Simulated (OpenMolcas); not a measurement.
Au5+ among 6 point charges of -1.7 e arranged as a trigonal antiprism (D3d), 2.08 Å from the ion, with a polar angle of 48.2° against the regular 54.74°.
```
   0.0000    1.5498    1.3873  -1.70
  -1.3422   -0.7749    1.3873  -1.70
   1.3422   -0.7749    1.3873  -1.70
   0.0000   -1.5498   -1.3873  -1.70
   1.3422    0.7749   -1.3873  -1.70
  -1.3422    0.7749   -1.3873  -1.70
```

```json
{
  "Program": "OpenMolcas 26.06",
  "Method": "CASSCF",
  "Basis": "ANO-RCC-VDZP [7s6p4d2f]",
  "Scalar Hamiltonian": "DKH2, point nucleus",
  "Active space": "6 electrons in 5 orbitals (5d)",
  "State averaging": "2S+1 = 5 even, 5 roots; 2S+1 = 3 even, 45 roots; 2S+1 = 1 even, 50 roots",
  "Spin-orbit coupling": "state interaction with AMFI integrals over the reference wave functions"
}
```

Q: What is the spin-free ground state (labels of D3, the rotations of D3d)?

A: 5E, 2-fold in its orbital part, 100 % from free-ion D terms; it has the highest spin that d6 allows.

Q: Where is the first state of the same spin?

A: 5A1 at 5260 cm-1 above the ground state.

Q: What are the lowest two levels with spin-orbit coupling?

A: A 2-fold level E with g = 0.00, 0.00, 11.44, then a 1-fold level A1 1624 cm-1 above it. Their leading multiplicities are 5 (80 %) and 5 (75 %).

Q: What is χT at 300 K?

A: 4.37 cm3 K/mol.

An orbital doublet at a regular site is open to a Jahn-Teller distortion, which this geometry leaves out. Without dynamic correlation the repulsion within the d shell is too large (B by tens of per cent), so at a given field states of lower spin stand too high. Point charges give a weaker field than real ligands, and real ions of this kind are as a rule low spin; the high spin found here belongs to the model. Point charges carry no covalency, so the field is a model and not that of real ligands. No measured value stands beside these numbers.

With an even number of electrons the g values are those of a degenerate or nearly degenerate non-Kramers pair.
